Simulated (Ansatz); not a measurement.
Reaction (ligand exchange at the Si–N bond): `B[SiH2]N[SiH3]` + `[OH][GeH2][F]` → `[F][GeH2][O][SiH3]` + `B[SiH2]N`

Gas-phase electronic energies from Ansatz, PBE0-D4/def2-TZVP geometries. CCSD(T)/CBS is the MP2 limit (def2-TZVPP, def2-QZVPP) plus CCSD(T) − MP2 in def2-TZVPP, frozen cores. Functionals use def2-TZVPP. For Ge outer-core shells are correlated without core-valence functions, which leaves a few kJ/mol of doubt a bond. Scalar relativity is left out up to krypton. Each species was taken in one conformer, which may not be the lowest.

CCSD(T)/CBS gives -10.6 kcal/mol.

Question: Another level gave -11.2 kcal/mol. Which?
A. BHLYP/def2-TZVPP
B. revPBE-D4/def2-TZVPP
C. SCS-MP2/def2-TZVPP
D. PBE0-D4/def2-TZVPP

Answer: C. SCS-MP2/def2-TZVPP -11.2, PBE0-D4 -9.4, revPBE-D4 -8.2, BHLYP -12.2 kcal/mol.

Largest T1 diagnostic among the species: 0.012.

From BLYP to BHLYP (50 % exact exchange), in def2-TZVPP and without D4, ΔE moves by −1.4 kcal/mol. Leaving LDA and LC-ωPBE aside and taking each functional with its dispersion term where it has one, the values, not all of them listed here, spread over 3.6 kcal/mol, from BHLYP-D4 to revPBE-D4.
